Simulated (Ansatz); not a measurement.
Geometry optimisation, RKS PBE-D4/STO-3G in Ansatz 0.2.0.

Input:

```yaml
crystal:
  periodic: [false, false, false]
  atoms:
    - { symbol: C, position_ang: [-1.9302, 1.3874, 0.031] }
    - { symbol: O, position_ang: [-2.2013, 0.137, -0.4895] }
    - { symbol: Si, position_ang: [-1.111, -0.9482, 0.2455] }
    - { symbol: F, position_ang: [-1.6051, -2.5108, 0.1507] }
    - { symbol: Al, position_ang: [1.0042, -0.8586, -0.8712] }
    - { symbol: C, position_ang: [2.6316, -0.2911, 0.1495] }
    - { symbol: H, position_ang: [-2.6589, 2.1301, -0.4737] }
    - { symbol: H, position_ang: [-2.1457, 1.4964, 1.1056] }
    - { symbol: H, position_ang: [-0.9457, 1.8098, -0.1648] }
    - { symbol: H, position_ang: [-0.8839, -0.6058, 1.7015] }
    - { symbol: H, position_ang: [1.0884, -1.204, -2.3865] }
    - { symbol: H, position_ang: [2.3799, -0.0908, 1.2231] }
    - { symbol: H, position_ang: [3.3302, -1.0992, 0.0989] }
    - { symbol: H, position_ang: [3.0346, 0.6189, -0.2912] }
basis:
  gaussian: { orbitals: STO-3G }
hamiltonian:
  xc: pbe
  dispersion: d4
relax:
  f_tol: 0.015
  max_steps: 40
```

Command:

```bash
$ ansatz run input.yaml --threads 1 --pin off --max-ram 2048MiB --backend cpu --events-out ev --progress --plain --runs-dir out
```

Where does it end, and by what steps?

It converged. Limits of this set-up: minimal basis. After 31 steps the energy has fallen by 0.667 eV; H8 moved furthest, 1.15 Å.

```tsv
step	energy less start (eV)	largest force component (eV/Å)	accepted
0	0.0000	3.619	yes
2	-0.6057	0.760	yes
4	-0.6330	0.083	yes
6	-0.6359	0.079	yes
8	-0.6390	0.128	yes
10	-0.6422	0.158	yes
12	-0.6480	0.104	yes
14	-0.6513	0.136	yes
16	-0.6545	0.089	yes
18	-0.6566	0.053	yes
20	-0.6585	0.240	no
22	-0.6624	0.047	yes
24	-0.6652	0.119	yes
26	-0.6655	0.063	no
28	-0.6666	0.018	yes
30	-0.6670	0.028	yes
31	-0.6670	0.009	yes
```

```xyz
14
Properties=species:S:1:pos:R:3
C -1.516 1.308 -0.079
O -2.293 0.100 0.133
Si -1.169 -1.253 0.366
F -2.069 -2.535 -0.190
Al 0.794 -0.677 -0.762
C 2.309 -0.011 0.217
H -2.182 2.097 -0.502
H -1.049 1.734 0.851
H -0.652 1.182 -0.815
H -1.053 -1.470 1.825
H 0.925 -0.882 -2.259
H 2.085 0.247 1.265
H 3.122 -0.759 0.238
H 2.735 0.891 -0.258
```

The run took 2.2 min on 1 thread of Arm Neoverse V1, on a shared host, peak memory 0.18 GiB.
